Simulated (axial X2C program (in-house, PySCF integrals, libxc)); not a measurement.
# Potential curves of ReN, with spin–orbit coupling in a model world with the speed of light multiplied by 0.8

Computed with an in-house relativistic program for diatomic molecules. Two-component (2c) means X2C with spin–orbit coupling and atomic mean-field two-electron Coulomb and Gaunt terms; the speed of light was multiplied by 0.8, so these are model numbers, not those of the real molecule. Basis: Re dyall-v3z [14s14p9d7f2g], N dyall-v3z [6s6p2d1f] (cores contracted in-house); Gaussian nuclei, density fitting, unrestricted open shells. Masses: Re 186.956 u, N 14.003 u.

State: Ω = 0 (closed shell). Energies in cm⁻¹ from the fragments at the same level (Re + N). Fits are polynomials in 1 − R0/R over 0.85 to 1.23 times the lowest point R0.

| R (Å) | PBE0 |
| --- | --- |
| 1.5087 | -41493 |
| 1.5568 | -44007 |
| 1.6050 | -44679 |
| 1.6612 | -43666 |
| 1.7174 | -41215 |
| 1.7896 | -36609 |

The state is a single determinant with fixed occupations, the lowest that a limited PBE0 search found. Closed shells are restricted here (equal orbitals for both partners); the stretched side of such a curve lies too high. De is counted from the lowest determinant-based energies of the atoms at the same level, without counterpoise correction. The 2c shell is closed although the spin-free state is open, so other pairings can mix in. The determinant is spin-polarised beyond a pure state at some levels (its spin-free form has ⟨S²⟩ too high), which makes Re and μ there less reliable. The lowest spin-free determinant has another configuration (M_S = 1, Λ = 0), so the order of states is uncertain and this need not be the ground state.

What are Re, ωe and De at the PBE0 level?

At PBE0, 2c: Re = 1.601 Å, ωe ≈ 1280 cm⁻¹, De = 5.54 eV to Re + N; Be follows as 0.505 cm⁻¹.
